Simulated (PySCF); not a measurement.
## Computed structure and properties of [Os5]−

System: [Os5]− (quartet); start: template (C2v). Method: PySCF 2.14.0, UKS B3LYP, Os def2-SVP with ECP60; non-relativistic Hamiltonian with scalar-relativistic core potentials where named; density fitting; no spin-orbit coupling.

Input of the relaxation:

```python
mol = gto.M(atom='''
Os    -2.40000    -0.83136    -0.00000
Os     0.00000    -0.83136     0.00000
Os     2.40000    -0.83136     0.00000
Os    -1.20000     1.24704    -0.00000
Os     1.20000     1.24704     0.00000''',
    basis={'Os': 'def2-SVP'},
    ecp={'Os': 'def2-SVP'},
    charge=-1, spin=3)
mf = dft.UKS(mol, xc='B3LYP')
mf.grids.atom_grid = (50, 194)
mf = mf.density_fit()  # fitting sets: Os def2-universal-JKFIT
mf.conv_tol = 1e-08; mf.max_cycle = 55
mf.kernel(dm0)  # dm0: converged density of the start geometry
# quasi-Newton relaxation in Cartesian coordinates to a largest gradient under 0.00045 Eh/bohr, steps kept in the point group
```

Run from Python with OMP_NUM_THREADS=4; the lines above give its settings. Where DIIS fails, smearing, a level shift and second-order steps follow.
It took 9.3 min on 4 threads of Arm Neoverse V2, on a shared host, from the converged density of the start.

Course of the relaxation:

```csv
step,energy above end (eV),largest force component within the symmetry (eV/Å)
0,0.5573,1.308
1,0.5180,0.688
2,0.4983,0.107
3,-0.0043,0.829
4,0.1610,0.911
5,0.1059,0.828
6,0.1013,0.866
7,0.0970,0.891
15,0.0197,0.216
16,0.0071,0.158
17,0.0013,0.106
18,0.0001,0.047
19,0.0000,0.022
20,0.0000,0.012
```
(The steps between are left out.)

Relaxed geometry (C2v):

```xyz
5

Os   -2.4364   -0.8350    0.0000
Os    0.0000   -0.8423    0.0000
Os    2.4364   -0.8350    0.0000
Os   -1.3065    1.2562    0.0000
Os    1.3065    1.2562    0.0000
```

```csv
contact,Å
Os4–Os1,2.377
Os5–Os3,2.377
Os2–Os1,2.436
Os3–Os2,2.436
Os4–Os2,2.472
Os5–Os2,2.472
Os5–Os4,2.613
Os4–Os3,4.287
```

On the finer grid (75, 302):

```json
{"HOMO": "-0.71 eV", "LUMO": "0.75 eV", "Dipole about the centre of mass": "0.53 D", "Spin squared": "6.182", "Set of Mulliken populations of Os1 outside the core potential": "s 3.41, p 6.11, d 6.77, f 0.02", "D3(BJ) dispersion energy (not in the energies)": "-0.802 eV"}
```

```tsv
atom	Mulliken (e)	Löwdin (e)	spin (e)
Os1	-0.31	-0.23	0.19
Os2	-0.13	-0.25	1.28
Os3	-0.29	-0.18	-2.13
Os4	-0.09	-0.14	2.52
Os5	-0.18	-0.21	1.14
```

The state is spin-contaminated.

No frequency check is given here. The steps kept the symmetry C2v of the start, so a lower state may lie off it.

One start shape was tried, so this needn't be the lowest isomer.

Open shells may have lower solutions than the one found.
